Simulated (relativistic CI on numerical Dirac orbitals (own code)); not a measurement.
Ti²⁺ in a cubic cluster: 3s photoemission with charge transfer

Computed with a charge-transfer multiplet model of a cubic metal-ligand cluster with up to 2 ligand holes, Slater and spin-orbit integrals from Dirac-Coulomb-Breit ions, Slater integrals scaled by 0.7. The parameters are those of a tetrahedral site (10Dq negative, t2 hopping the larger). The ground state mixes d2 with configurations of k ligand holes L, whose averages lie at kΔ + k(k − 1)U_dd/2; a core hole lowers each added d electron by U_cd. 300 K, Lorentzian 1.4 eV and Gaussian 0.8 eV FWHM.

Atomic integrals in eV (Slater integrals scaled, ζ unscaled), ground: F2dd 5.756, F4dd 3.579, zeta_d 0.013; with the core hole: F2dd 6.682, F4dd 4.194, zeta_d 0.018, G2cd 6.912.

Cluster parameters (eV): Δ = 8.6, U_dd = 5.7, U_cd = 6.6, 10Dq = -0.45, 10Dq(ligand) = 0, final-state hopping factor = 0.9.

| Case | n_d | d2 | d3L | d4L2 | S |
| --- | --- | --- | --- | --- | --- |
| V(eg) = 0.82 eV, V(t2g) = -1.4 eV | 2.14 | 0.86 | 0.13 | 0.00 | 1.00 |
| V(eg) = 1.12 eV, V(t2g) = -1.91 eV | 2.23 | 0.78 | 0.21 | 0.01 | 1.00 |
| V(eg) = 1.72 eV, V(t2g) = -2.93 eV | 2.40 | 0.64 | 0.32 | 0.04 | 1.00 |

Weights, n_d and S are thermal averages at 300 K. Binding energies count from the first peak over 30 % of the highest in each spectrum, which can be another peak from case to case. The parameters are a model scan and need not match a compound or its usual spin state. Peaks in eV (height, largest 100):
- V(eg) = 0.82 eV, V(t2g) = -1.4 eV: 0.0 (100), 4.1 (65), 10.1 (9)
- V(eg) = 1.12 eV, V(t2g) = -1.91 eV: 0.0 (100), 4.1 (54), 7.7 (15), 12.1 (8)
- V(eg) = 1.72 eV, V(t2g) = -2.93 eV: 0.0 (100), 4.1 (52), 11.8 (7), 15.8 (5)

For the case V(eg) = 1.12 eV, V(t2g) = -1.91 eV, Δ = 8.6 eV is larger than U_dd = 5.7 eV, the Mott-Hubbard side of the Zaanen-Sawatzky-Allen scheme. With the core hole the average of the configuration with one ligand hole lies at Δ − U_cd = 2.0 eV before mixing: the effective hopping of about 4.4 eV (from the holes of the mixed ground state) is comparable with this gap or larger, so the configurations mix strongly.

Without intra-shell correlation the exchange splitting of the 3s hole comes out too large.
